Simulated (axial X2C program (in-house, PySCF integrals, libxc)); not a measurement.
# Ionising AlI

Calculated with an axial X2C code built on PySCF integrals, spin-free (one-electron X2C) or two-component (2c: spin–orbit coupling with atomic mean-field Coulomb and Gaunt terms, which also bring small scalar terms), in Dyall basis sets with cores contracted in-house; open shells are unrestricted.

Basis sets: Al dyall-v3z, I dyall-cv3z. Frozen shells (counts by l): AlI I 4s3p2d, Al 2s1p, 10 electrons correlated; AlI⁺ I 4s3p2d, Al 2s1p, 9 electrons correlated. Where the outer core of a metal is frozen, bonds come out longer and ionisation energies lower.

| Hamiltonian | level | AlI state | Re (Å) | ωe (cm⁻¹) | De (eV) |
| --- | --- | --- | --- | --- | --- |
| spin-free | HF | M_S = 0, Λ = 0 | 2.583 | 302.5 | 2.84 |
| spin-free | BLYP | M_S = 0, Λ = 0 | 2.606 | 287.5 | 3.78 |
| spin-free | PBE0 | M_S = 0, Λ = 0 | 2.558 | 311.4 | 3.90 |
| spin-free | MP2 | M_S = 0, Λ = 0 | 2.555 | 318.5 | 3.92 |

Adiabatic ionisation energy (minimum to minimum, no zero-point term) and constants of AlI⁺:

```csv
Hamiltonian,level,AlI⁺ state,IE (eV),Re (Å),ωe (cm⁻¹),De (eV),fragments
spin-free,HF,"M_S = 1/2, Λ = 0",7.84,2.405,375.4,0.60,I + Al+
spin-free,BLYP,"M_S = 1/2, Λ = 0",8.56,2.461,328.7,1.09,I + Al+
spin-free,PBE0,"M_S = 1/2, Λ = 0",8.64,2.407,372.6,1.35,I + Al+
spin-free,MP2,"M_S = 1/2, Λ = 0",8.54,2.395,408.8,1.19,I + Al+
```

(1) Add the zero-point terms to the ionisation energy at MP2, spin-free, and say whether the electron removed was bonding.

(2) Close the cycle De(AlI⁺) + IE(AlI) = De(AlI) + IE(Al) to find the atomic ionisation energy at MP2, spin-free.

Each entry is the lowest single determinant of a limited PBE0 search at one distance. De goes to single-determinant-based atoms at the same level (for ions the charge split of lowest energy) and is withheld (n/a) where an atom does not fit its ground term or J level. Main or longest-lived isotopes. The functionals have no current term, which raises determinants with orbital currents.

Results:

(1) IE0 = IE + (ωe⁺ − ωe)/2 = 8.54 + (0.006) = 8.55 eV. Re changes by -0.160 Å, so the bond shortens, as on loss of an antibonding or a polarising non-bonding electron.

(2) IE(Al) = 1.19 + 8.54 − 3.92 = 5.81 eV, for the determinants used.
